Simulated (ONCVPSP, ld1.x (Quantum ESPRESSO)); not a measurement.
## Pseudopotentials across the periodic table

Generated with ld1.x 7.5 (TM, RRKJ, ultrasoft, PAW), atompaw 4.2 or ONCVPSP 4.0.1. The cutoff is in Ry: for ld1.x and atompaw files where the sum of valence levels is converged to 10 mRy in a Bessel basis, for ONCV files where the hardest occupied wave has 1 mHa per electron of residual kinetic energy. The error is the largest all-electron minus pseudo excitation energy over each file’s own four to seven test configurations (ionisations up to +4, promotions, holes and added fractions of an electron), all of which were solved. The labels leave out finer settings (local radius, basis sizes, second energies), which also bear on the numbers. Spin-polarised tests are not counted. The rows are a selection from randomly drawn settings: files with unsolved tests, undetermined cutoffs or missed reference levels are left out.

A true bound ghost makes a file unfit for plane-wave use even where its test errors are small: the radial tests pick states by their node count and pass the ghost by.

```csv
element,potential,cutoff (Ry),largest error (meV),bound ghosts
B,"PAW, PBE, scalar-relativistic, rc 1.30/3.75/3.00 (spd), local smoothed, core correction yes, reference 2s2 2p0.75",15,-47,none
Al,"TM, PBE, fully relativistic, rc 1.60/2.35/2.55 (spd), local smoothed, core correction no, reference 3s1.75 3p1.25",10,+31,none
Cr,"TM, LDA (PZ), scalar-relativistic, rc 4.14/0.95/1.85 (spd), local s, core correction yes, reference 3p6 3d5 4s1 4p0",110,-1091,none
Zn,"ONCV, PBE, scalar-relativistic, rc 1.00/1.10/1.50 (spd), local smoothed, core correction no, reference 3s2 3p6 3d10 4s0.5, qcut 11.2/15.1/8.4, projectors 2/2/2",109,+9.0,none
Ge,"ultrasoft, PBE, scalar-relativistic, rc 1.60/2.05/1.80 (spd), local smoothed, core correction no, reference 4s2 4p2",12,+69,none
Sr,"ONCV, LDA (Perdew-Zunger), scalar-relativistic, rc 2.60/2.20/2.20 (spd), local d, core correction yes, reference 4s2 4p6 5s2, qcut 4.2/7.1/3.9, projectors 2/2/0",15,-5.7,none
Cd,"ONCV, PBE, scalar-relativistic, rc 2.25/2.25/1.80 (spd), local smoothed, core correction yes, reference 4d10 5s2, qcut 2.9/4.4/7.8, projectors 2/1/2",48,-15,none
Ba,"ONCV, PBEsol, scalar-relativistic, rc 2.75/3.25/3.35 (spd), local smoothed, core correction yes, reference 5s2 5p6 6s1.5, qcut 5.1/4.8/3, projectors 2/2/1",15,-3.0,none
Ta,"TM, BP86, scalar-relativistic, rc 2.45/3.10/2.40 (spd), local smoothed, core correction yes, reference 5d3 6s1.75 6p0.25",25,-43,none
```

(1) Fill in the row for Ru: ONCV, PBE, scalar-relativistic, rc 2.40/2.45/2.00 (spd), local smoothed, core correction yes, reference 4d7 5s0.75, qcut 2.1/3.3/9, projectors 2/3/3.

## Answers

(1) cutoff 46 Ry, largest error -389 meV, bound ghosts: p.
